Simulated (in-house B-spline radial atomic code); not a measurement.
Values are calculated unless marked as measured or tabulated.
## Weak and strong correlation along the adiabatic connection

Two-electron singlets in several external potentials (atomic units), by full CI in B-splines with partial waves to l = 8 (correlation energies up to 0.6 % small). The repulsion is scaled by λ at fixed density; W(λ) is the mean repulsion less the Hartree energy, W(0) = E_x, and the area under W from 0 to 1 is E_xc.

One system gave this curve:

```json
{"λ": "0", "W (hartree)": "-0.57673"}
{"λ": "0.02", "W (hartree)": "-0.57857"}
{"λ": "0.05", "W (hartree)": "-0.58127"}
{"λ": "0.12", "W (hartree)": "-0.58734"}
{"λ": "0.25", "W (hartree)": "-0.59777"}
{"λ": "0.4", "W (hartree)": "-0.60864"}
{"λ": "0.6", "W (hartree)": "-0.62145"}
{"λ": "0.8", "W (hartree)": "-0.63268"}
{"λ": "1", "W (hartree)": "-0.6426"}
{"λ": "1.4", "W (hartree)": "-0.65929"}
{"λ": "2", "W (hartree)": "-0.67862"}
{"λ": "3", "W (hartree)": "-0.70123"}
{"λ": "4.5", "W (hartree)": "-0.72286"}
{"λ": "7", "W (hartree)": "-0.74391"}
{"λ": "10", "W (hartree)": "-0.75855"}
```

(1) Which system is it?
A. −V exp(−r²/w²), V = 13.1, w = 2.83
B. −Z exp(−kr)/r, Z = 9.48, k = 2.94
C. ω²r²/2 − Z/r, ω = 0.253, Z = 1
D. −Z exp(−kr)/r, Z = 3.72, k = 1.31

Results:

(1) C. The exchange energy sets the size: ω²r²/2 − Z/r, ω = 0.253, Z = 1: E_x = -0.577, E_c = -0.0367; −Z exp(−kr)/r, Z = 9.48, k = 2.94: E_x = -5.28, E_c = -0.0461; −Z exp(−kr)/r, Z = 3.72, k = 1.31: E_x = -1.86, E_c = -0.0452; −V exp(−r²/w²), V = 13.1, w = 2.83: E_x = -0.972, E_c = -0.0426 hartree.
